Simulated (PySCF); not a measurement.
# One molecule, several mistakes: B2CGeH7

Calculated results; nothing here was measured. They come from PySCF 2.14.0, an open-source quantum chemistry program, on an isolated molecule that a program drew, which may never have been made. The molecule is B2CGeH7 (charge 0, doublet), drawn as the SMILES string `[BH2][GeH][BH]C`.

Each row is a Hartree-Fock (HF) and frozen-core CCSD(T) single point in the cc-pVDZ basis, meant for a local HF minimum. Run 1 is clean. Each other run has one planted mistake out of seven kinds, and not every kind appears here: one electron removed, one electron added, multiplicity raised by two, geometry at a saddle point, minimal basis STO-3G, one bond length entered in bohr, all coordinates scaled. The reference is restricted for singlets and unrestricted otherwise, and also for a bond in bohr. Adding or removing an electron swaps singlet and doublet. Electrons count all cores. HOMO and LUMO are orbital energies over both spins, the gradient is its largest component, and the lowest frequency (negative if imaginary) is given only where the gradient is small. Bond lengths are over the 10 bonds as drawn. T1 is the CCSD diagnostic: over 0.02 (restricted) or 0.045 (unrestricted) a single reference is doubtful. Germanium has the cc-pVDZ-PP basis, with a core potential (ECP10MDF) in place of its 10 inner electrons, and its 3s, 3p and 3d shells are frozen in CCSD(T).

Geometry of the clean run:
```xyz
11
B2CGeH7, angstrom
B     0.2406   -1.5656    2.6174
Ge   -1.1015   -1.1356    1.1501
B    -0.6703   -0.2925   -0.6773
C     0.7838    0.1134   -1.1276
H    -0.1145   -2.0575    3.6501
H     1.4034   -1.3259    2.4523
H    -2.5724   -1.4696    1.4305
H    -1.5846   -0.1032   -1.4341
H     0.7962    1.1826   -1.3745
H     1.5756   -0.0838   -0.4037
H     1.0285   -0.4067   -2.0622
```

```
run  electrons  basis functions  <S^2>  HOMO (eV)  LUMO (eV)  gradient (hartree/bohr)  lowest frequency (cm^-1)  mean bond (Å)  longest bond (Å)      T1  HF (hartree)  CCSD(T) (hartree)                          mistake
  1         55              100  0.760      -8.02       0.15                  1.9e-05                        71         1.4086             2.058  0.0146    -384.63752         -385.10298                         no fault
  2         55              100  1.689      -7.89       0.96                  7.1e-03                         -         1.5896             3.845  0.0216    -384.54285         -384.98263  one bond length entered in bohr
  3         54              100  0.000     -16.16      -6.66                  3.5e-02                         -         1.4086             2.058  0.0105    -384.36873         -384.81233             one electron removed
  4         55              100  3.789      -6.34      -1.99                  4.1e-02                         -         1.4086             2.058  0.0200    -384.50102         -384.97176       multiplicity raised by two
  5         55              100  0.759      -8.08       0.13                  1.7e-02                         -         1.3776             2.013  0.0140    -384.63299         -385.09570                                ?
```

**Which mistake was planted in run 5, and what did it cost?**

The mean and the longest bond both change by the same factor, 0.978, and the gradient is no longer small. So the mistake is: all coordinates scaled. Subtracting run 1 and multiplying by 627.51 kcal/mol a hartree, the energy moved by 2.8 kcal/mol in HF and 4.6 kcal/mol in CCSD(T).

